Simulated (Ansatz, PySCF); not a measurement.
Stretching the Mg1–H2 bond in BrHMg (SMILES [MgH][Br]) (multiplicity 1 held, fragments rigid). Energies count from the point at 1.681 Å.
Geometry at that point (charge 0, multiplicity 1):
```xyz
3

Mg     0.000     0.000    -1.677
H      0.000     0.000    -3.358
Br     0.000     0.000     0.671
```

Unrestricted levels (U-) break spin symmetry where that is lower. Active spaces are followed from a long bond inwards. Curves can end on different states.

Frozen-core correlation. Filled d and f shells under p-block atoms count as core. Rows in LANL2DZ carry no dispersion term and start afresh at each structure. LANL2DZ brings its own core potentials from Na on.

Codes used: Ansatz (Gaussian basis) for Hartree–Fock, density functionals and correlated methods; PySCF for LANL2DZ rows. Values without a source in brackets are computed.

Energies in eV.

```
R (Å)  U-B3LYP/LANL2DZ  U-wB97X-V/def2-TZVPPD  SC-NEVPT2 on CASSCF(2,2)/def2-TZVPPD  FIC-MRCISD+Q on CASSCF(2,2)/def2-TZVPPD
-----  ---------------  ---------------------  ------------------------------------  ---------------------------------------
1.345             0.90                   0.89                                  0.94                                     0.93
1.513             0.19                   0.18                                  0.20                                     0.19
1.681             0.00                   0.00                                  0.00                                     0.00
1.849             0.10                   0.12                                  0.09                                     0.10
2.017             0.37                   0.39                                  0.33                                     0.36
2.269             0.89                   0.95                                  0.81                                     0.87
2.522             1.46                   1.55                                  1.31                                     1.39
2.942             2.29                   2.47                                  2.00                                     2.13
3.362             2.72                   2.93                                  2.46                                     2.61
3.866             2.95                   3.09                                  2.72                                     2.90
4.539             3.04                   3.14                                  2.84                                     3.02
5.379             3.07                   3.14                                  2.86                                     3.05
```

Doubts at one or more of the structures used: a spin-contaminated determinant (U-B3LYP/LANL2DZ, U-wB97X-V/def2-TZVPPD).

Ansatz is a quantum-chemistry and plane-wave program.
